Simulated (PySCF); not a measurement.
# `CN[Si@@H]1S[SiH2][Si@@H]1[SiH3]`, CH$_{11}$NSSi$_{4}$

Molfile (atoms numbered from 1):
```
CH11NSSi4
     RDKit          3D

 18 18  0  0  0  0  0  0  0  0999 V2000
    2.4945    0.9280    0.0884 C   0  0  0  0  0  0  0  0  0  0  0  0
    1.7033    0.0947   -0.7816 N   0  0  0  0  0  0  0  0  0  0  0  0
    0.8583   -1.2789   -0.1915 Si  0  0  2  0  0  4  0  0  0  0  0  0
   -0.1494   -2.1319   -1.9310 S   0  0  0  0  0  0  0  0  0  0  0  0
   -2.1109   -1.5640   -1.1971 Si  0  0  0  0  0  4  0  0  0  0  0  0
   -1.1831   -0.5789    0.7281 Si  0  0  2  0  0  4  0  0  0  0  0  0
   -1.5299    1.6687    1.1939 Si  0  0  0  0  0  4  0  0  0  0  0  0
    2.5982    1.9270   -0.3374 H   0  0  0  0  0  0  0  0  0  0  0  0
    1.9867    1.0080    1.0481 H   0  0  0  0  0  0  0  0  0  0  0  0
    3.4954    0.5211    0.2675 H   0  0  0  0  0  0  0  0  0  0  0  0
    2.0861    0.0470   -1.7150 H   0  0  0  0  0  0  0  0  0  0  0  0
    1.7160   -2.3601    0.3168 H   0  0  0  0  0  0  0  0  0  0  0  0
   -2.7146   -0.6999   -2.2088 H   0  0  0  0  0  0  0  0  0  0  0  0
   -2.9011   -2.7909   -1.1504 H   0  0  0  0  0  0  0  0  0  0  0  0
   -1.5260   -1.3823    1.9250 H   0  0  0  0  0  0  0  0  0  0  0  0
   -2.8436    1.9029    1.7984 H   0  0  0  0  0  0  0  0  0  0  0  0
   -1.4476    2.5014   -0.0061 H   0  0  0  0  0  0  0  0  0  0  0  0
   -0.5412    2.1943    2.1411 H   0  0  0  0  0  0  0  0  0  0  0  0
  1  2  1  0
  2  3  1  0
  3  4  1  0
  4  5  1  0
  5  6  1  0
  6  7  1  0
  6  3  1  0
  1  8  1  0
  1  9  1  0
  1 10  1  0
  2 11  1  0
  3 12  1  1
  5 13  1  0
  5 14  1  0
  6 15  1  1
  7 16  1  0
  7 17  1  0
  7 18  1  0
M  END
```

The calculation used PySCF, TDDFT CAM-B3LYP/def2-SVPD circular dichroism and optical rotation, one conformer, gas phase. Geometry: GFN2-xTB.

The molecule is flexible and this is one conformer; a measurement averages over conformers.

(1) Assign R or S to each stereocentre.

(2) List the lowest 12 singlet excitations with oscillator and rotatory strengths.

Answers

(1) Si3 S, Si6 S.

(2) Rotatory strengths R in 10⁻⁴⁰ esu² cm², velocity form and length form (origin at the centre of mass); f in length form.
| state | E (eV) | λ (nm) | f | R (velocity) | R (length) | main |
| --- | --- | --- | --- | --- | --- | --- |
| 1 | 5.15 | 241 | 0.022 | +30.2 | +28.7 | HOMO→LUMO 0.81 |
| 2 | 5.22 | 237 | 0.005 | +7.6 | +7.8 | HOMO−1→LUMO 0.88 |
| 3 | 5.33 | 233 | 0.016 | -26.0 | -27.0 | HOMO→LUMO+1 0.72, HOMO→LUMO+2 0.09 |
| 4 | 5.42 | 229 | 0.002 | +1.2 | +1.3 | HOMO−1→LUMO+1 0.85 |
| 5 | 5.61 | 221 | 0.003 | -29.2 | -27.5 | HOMO−2→LUMO 0.66, HOMO−2→LUMO+1 0.24 |
| 6 | 5.75 | 216 | 0.002 | +18.6 | +16.8 | HOMO−2→LUMO+1 0.45, HOMO→LUMO+2 0.20 |
| 7 | 5.89 | 211 | 0.014 | +2.2 | +2.1 | HOMO−1→LUMO+2 0.69 |
| 8 | 5.94 | 209 | 0.0006 | +9.7 | +11.1 | HOMO→LUMO+2 0.42, HOMO−2→LUMO+1 0.15 |
| 9 | 6.18 | 201 | 0.089 | -11.3 | -11.4 | HOMO−2→LUMO+2 0.70 |
| 10 | 6.30 | 197 | 0.069 | -20.9 | -19.7 | HOMO−3→LUMO 0.77 |
| 11 | 6.47 | 192 | 0.091 | +25.8 | +24.6 | HOMO→LUMO+4 0.28, HOMO−3→LUMO+1 0.20 |
| 12 | 6.69 | 185 | 0.003 | +7.3 | +8.3 | HOMO→LUMO+3 0.36, HOMO−1→LUMO+3 0.29 |

Among the states computed, the strongest CD band (largest |R|) is state 1. The largest dissymmetry factor in size, g = 4R/(D+G), with D and G the electric and magnetic dipole strengths, is +0.19 for state 8 (velocity form, f = 0.0005), among bands with |R| over 0.5. The mirror image has the same energies and oscillator strengths and all R with the opposite sign.
